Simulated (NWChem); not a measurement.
Molecule: CH4MnO2, sextet; SMILES C[O][Mn][OH]

```xyz
8

Mn    -0.0274    -0.5271    -0.0022
O      0.1246    -2.3294     0.0073
H     -0.5492    -3.0064    -0.0679
O     -0.1007     1.2582     0.0235
C      0.0964     2.6108    -0.0105
H      0.2737     3.0365     0.9995
H      0.9694     2.9016    -0.6324
H     -0.7801     3.1488    -0.4282
```
Atoms are numbered in this order, from 1.

Results from NWChem. Pople sets run with spherical d functions. Spin-unrestricted. Geometry: optimised at PBE0/def2-SVP, spin-unrestricted. No frequency run checked for a minimum. This spin state was assumed; another may lie lower. No stability test was run on the SCF state.

For level TPSS/6-31G*:

```yaml
highest occupied level (eV): -4.22
lowest empty minus highest occupied level, either spin (eV): 1.56
```

Task: Estimate the same quantities for level TPSS/3-21G.

Result: 
- highest occupied level (eV) = -3.65
- lowest empty minus highest occupied level, either spin (eV) = 1.16
